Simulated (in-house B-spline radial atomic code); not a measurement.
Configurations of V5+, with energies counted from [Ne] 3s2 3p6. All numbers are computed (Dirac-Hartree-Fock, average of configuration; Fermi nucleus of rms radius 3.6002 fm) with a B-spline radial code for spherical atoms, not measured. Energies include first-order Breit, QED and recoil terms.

Occupations are held fixed; configurations that lie above the ionisation limit could autoionise.

```
                              configuration  E - E(ref) (eV)  highest orbital  its <r> (bohr)
        [Ne] 3s2 (3p1/2)2 (3p3/2)3 (7f7/2)1           116.76            7f7/2           10.97
                      [Ne] 3s1 3p6 (5d3/2)1           138.05            5d3/2           4.708
[He] 2s2 (2p1/2)2 (2p3/2)3 3s2 3p6 (4f7/2)1           584.87            4f7/2           2.856
     [He] 2s2 (2p1/2)2 (2p3/2)3 3s2 3p6 7s1           602.05            7s1/2           8.687
[He] 2s2 (2p1/2)1 (2p3/2)4 3s2 3p6 (6d5/2)1           607.02            6d5/2           7.143
[He] 2s2 (2p1/2)1 (2p3/2)4 3s2 3p6 (6f5/2)1           609.16            6f5/2           7.743
```

Q: Order these further configurations by energy, lowest first.
A. [Ne] 3s1 3p6 (4p3/2)1
B. [He] 2s2 (2p1/2)1 (2p3/2)4 3s2 3p6 6s1
C. [He] 2s2 (2p1/2)2 (2p3/2)3 3s2 3p6 (5f5/2)1
D. [Ne] 3s1 3p6 (7p3/2)1
E. [Ne] 3s2 (3p1/2)2 (3p3/2)3 (6g7/2)1

A: A (110.5 eV), E (113.35 eV), D (148.69 eV), C (596.09 eV), B (602.54 eV).

Q: How far above the reference does [Ne] 3s2 (3p1/2)1 (3p3/2)4 (5p3/2)1 lie?

A: 99.093 eV; its least bound orbital is 5p3/2 with <r> = 4.136 bohr.

Q: How far above the reference does [Ne] 3s2 (3p1/2)2 (3p3/2)3 (5d3/2)1 lie?

A: 103.35 eV; its least bound orbital is 5d3/2 with <r> = 4.714 bohr.
